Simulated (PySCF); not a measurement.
## Unknown compound

The spectra below were simulated for a compound C4H12N2Si2.

$^{1}$H NMR (600 MHz, computed): δ 3.53 (s, 3H), 2.62 (s, 6H), 0.54 (s, 3H).

$^{13}$C{$^{1}$H} NMR (computed): δ 126.9 (C), 41.5 (CH3, 2C), 0.9 (CH3).

[PySCF 2.14: geometry from GFN2-xTB; shieldings: GIAO PBE0/pcSseg-1; one averaged value for each set of equivalent atoms; gas phase; non-relativistic Hamiltonian; single conformer]

Referencing at the same level of theory: $^{1}$H (σref 31.72), $^{13}$C (σref 186.93) against TMS.

Which candidate is it?
A. CN(C)[Si@@](C)([SiH3])C#N
B. C=C[Si@@H]1N(C)C[Si@@H]1N
C. CC1=NN([SiH3])C[C@@H]1[SiH3]

Results:

A. 

1. Rings plus π bonds: 2 (no ring in the answer).
2. 3 carbon signals for 4 carbons: some carbons are equivalent by symmetry or fast rotation.
3. Carbon types of the structure: 1 × C, 3 × CH3, leaving 3 H on heteroatoms.
4. δC 126.9: nitrile carbon; C≡N carbons fall here, among the sp2 signals but without a proton.
5. δC 41.5: methyl carbon bonded to N; deshielded by the electronegative neighbour.
6. δC 0.9: methyl carbon bonded to Si; an electropositive neighbour leaves it electron-rich and shielded.
7. δH 2.62: hydrogen on a methyl carbon bonded to N; its carbon carries N, an electronegative neighbour.
8. δH 0.54: hydrogen on a methyl carbon bonded to Si; an electropositive neighbour shields it, as in TMS itself.

The others: C=C[Si@@H]1N(C)C[Si@@H]1N would give 4 carbon signals, not 3; CC1=NN([SiH3])C[C@@H]1[SiH3] would give 4 carbon signals, not 3.

Shifts are as computed. Against solution values, carbons near 30 ppm lie about +3 ppm off and those near 130 ppm about +5 ppm. Of 1309 compounds with measured shifts, 239 miss one by over three times the rms of a fit or turn the order of signals round; such compounds aren't used in these exercises. No couplings were computed; multiplicities are counted from neighbouring protons, with m where these are inequivalent, close in shift, in a saturated or five-membered ring or joined by F or P, and br s for small geminal =CH2 splittings.
